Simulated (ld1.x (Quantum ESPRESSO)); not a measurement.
# osmium (Os): one change to a TM potential, before and after

```json
{
  "Element": "osmium (Os)",
  "Generator": "ld1.x (Quantum ESPRESSO) 7.5",
  "Type": "norm-conserving Troullier–Martins (Kleinman–Bylander form)",
  "Functional": "PBE",
  "Relativity": "scalar-relativistic",
  "Frozen core": "[Xe] 4f14",
  "Valence charge": "8",
  "Reference configuration": "5d6 6s2 6p0",
  "Partial waves": "6s (bound): rc 2.25 bohr; 6p (bound, empty): rc 3.60 bohr; 5d (bound): rc 1.75 bohr",
  "Local potential": "all-electron potential smoothed inside 3.50 bohr (lloc = -1)",
  "Core correction": "a·sin(br)/r model core inside 1.15 bohr"
}
```

Change: wave 5d (bound): rc 1.75 bohr becomes 5d (bound): rc 1.18 bohr.

Cutoffs: the cutoffs (Ry, on a coarse ladder) from which the occupation-weighted sum of valence levels, in a spherical-Bessel basis at the reference potential, stays within 10 and 1 mRy of its value at 400 Ry; they do not see the model core or the augmentation charge, which bear on the density cutoff. Errors are all-electron minus pseudo energies relative to the spin-unpolarised reference configuration.

Task: What does the change do?

Result: The potential gets harder (35 Ry and 40 Ry → 90 Ry and 140 Ry); the number of tests with a reliable result goes from 7 to 6; the errors of the 6 common tests hardly move; neither file shows a bound ghost. A smaller radius makes the pseudo-wave follow the all-electron one further in, where it bends more sharply, so more plane waves are needed.

```csv
quantity,base,changed
"cutoff, loose",35 Ry,90 Ry
"cutoff, tight",40 Ry,140 Ry
loose cutoff by channel (10 mRy a level),"s 6 Ry, d 30 Ry","s 6 Ry, d 35 Ry"
bound ghosts,none,none
tests with a reliable result,7 of 7,6 of 7
"error for 5d6 6s1 6p0, meV [ΔE 9.58 eV]",-15,-15
"error for 5d6 6s0 6p0, meV [ΔE 26.49 eV]",-66,-66
"error for 5d5 6s0 6p0, meV [ΔE 55.34 eV]",-201,-200
"error for 5d6.5 6s1.5 6p0, meV [ΔE 0.05 eV]",-21,-21
"error for 5d4 6s0 6p0, meV [ΔE 96.82 eV]",-687,-683
"error for 5d5 6s2 6p0, meV [ΔE 11.08 eV]",-78,-77
s: phases at 3.91 bohr within 0.05 rad from the reference energy up to (Ry; the scan ends near 5),3.3,3.3
p: phases at 3.91 bohr within 0.05 rad from the reference energy up to (Ry; the scan ends near 5),1.3,1.3
d: phases at 3.91 bohr within 0.05 rad from the reference energy up to (Ry; the scan ends near 5),0.5,0.5
```
